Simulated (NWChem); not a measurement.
System: CH6OSSi; SMILES [SiH2](O)SC

Here is an NWChem input.

```
start job
memory heap 200 mb stack 900 mb global 1100 mb
geometry units angstroms noautosym nocenter noautoz
  Si    -0.530613     0.922329     0.016153
  O      0.557975     2.123711    -0.344512
  S      0.519069    -0.881206     0.523260
  C     -0.481211    -2.131923    -0.348589
  H     -1.425044     0.558302    -1.128901
  H     -1.336184     1.475548     1.136017
  H      1.266708     1.879133    -0.948197
  H     -1.458699    -2.274751     0.131693
  H     -0.622922    -1.873074    -1.406961
  H      0.079543    -3.074286    -0.286285
end
basis spherical
  Si library pcsseg-1
  O library pcsseg-1
  S library pcsseg-1
  C library pcsseg-1
  H library pcsseg-1
end
dft
  xc kt2
  iterations 150
end
property
  shielding
  efieldgrad
end
task dft property
```

Structure relaxed at the PBE0/def2-SVP level.

GIAO values for the isolated, static molecule; σ is the absolute isotropic shielding, δ = σ(reference) − σ with the isolated reference molecule computed at the same levels (13C: tetramethylsilane, 1H: tetramethylsilane, 17O: water, 29Si: tetramethylsilane).

Atoms are numbered as in the input.

### Question
What results follow from this input? (KT2/pcSseg-1, GIAO.) Quantities: δ Si1 (ppm); δ O2 (ppm); σ S3 (ppm); δ C4 (ppm); δ H5 (ppm); δ H7 (ppm); δ H8 (rotor mean) (ppm).

### Answer
```json
{
 "δ Si1 (ppm)": "6.9",
 "δ O2 (ppm)": "54.4",
 "σ S3 (ppm)": "652.7",
 "δ C4 (ppm)": "15.5",
 "δ H5 (ppm)": "5.52",
 "δ H7 (ppm)": "0.86",
 "δ H8 (rotor mean) (ppm)": "1.86"
}
```
